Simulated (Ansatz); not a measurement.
`ClB1O[SiH2]1` + NH₃ → `NB1O[SiH2]1` + HCl  (ligand exchange at a B–Cl bond)

Program: Ansatz. Geometries: PBE0-D4/def2-TZVP. ΔE: electronic, gas phase. CBS: MP2 limit from def2 TZ/QZ plus the TZ coupled-cluster correction, frozen cores. This one scheme is used for every species. Functionals use def2-TZVPP. One conformer a species, not always the lowest.

Question: Is it downhill or uphill in electronic energy at CCSD(T)/CBS, and by how much? (Best estimate.)

Answer: Computed: Downhill: ΔE = -5.3 kcal/mol.

Question: What do these levels give: r2SCAN-D4, CAM-B3LYP-D4, B2PLYP, BLYP, CCSD(T)/def2-SVP, SCS-MP2/def2-QZVPP? (Estimate.)

Answer: The calculation gave: r2SCAN-D4 -5.6, CAM-B3LYP-D4 -7.3, B2PLYP -5.7, BLYP -5.7, CCSD(T)/def2-SVP -5.6, SCS-MP2/def2-QZVPP -5.0 kcal/mol.

Largest T1 diagnostic among the species: 0.015.

In def2-TZVPP, CCSD(T) changes the Hartree–Fock value by +1.7 kcal/mol (the triples alone add +0.6 kcal/mol) and MP2 by +2.5 kcal/mol. From BLYP to BHLYP (50 % exact exchange), in def2-TZVPP and without D4, ΔE moves by −1.4 kcal/mol. Leaving LDA and LC-ωPBE aside and taking each functional with its dispersion term where it has one, the values, not all of them listed here, spread over 2.5 kcal/mol, from CAM-B3LYP-D4 to revPBE-D4. LDA lies −2.7 kcal/mol from PBE without D4.
